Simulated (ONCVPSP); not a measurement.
Cr: ONCV pseudisation with PBEsol, scalar-relativistic reference atom.

| Item | Value |
| --- | --- |
| Element | chromium (Cr) |
| Generator | ONCVPSP 4.0.1 |
| Type | optimised norm-conserving Vanderbilt (ONCV) |
| Functional | PBEsol |
| Relativity | scalar-relativistic |
| Frozen core | [Ne] |
| Valence charge | 14 |
| Reference configuration | 3s2 3p6 3d5 4s1 |
| Partial waves | 3s+4s: rc 1.65 bohr, ncon 4, nbas 9, qcut 6.8 1/bohr, 2 projectors; 3p: rc 1.30 bohr, ncon 3, nbas 7, qcut 12 1/bohr, 2 projectors, debl 2.9 Ha; 3d: rc 2.00 bohr, ncon 4, nbas 8, qcut 6.8 1/bohr, 2 projectors, debl 1.3 Ha; f scattering state at 0.03 Ha: rc 2.10 bohr, ncon 4, nbas 7, qcut 4.9 1/bohr, 2 projectors, debl 0.3 Ha |
| Local potential | polynomial inside 0.85 bohr (lpopt 5, dvloc0 1 Ha) |
| Core correction | Teter function, fcfact 4, rcfact 1.65 |

- Cutoffs needed: 25 Ha and 31 Ha (the cutoffs (Ha) at which the residual kinetic energy of the hardest occupied pseudo-wave falls to 1 and 0.1 mHa per electron)
- Ghost test: no bound ghost flagged; GHOST(+) flagged for f at 6.7 eV
- Configuration tests: 1 of 4 tests not solved or not reliable
- rms error of d²Exc/dni dnj: 3.42 mHa without and 2.51 mHa with the model core
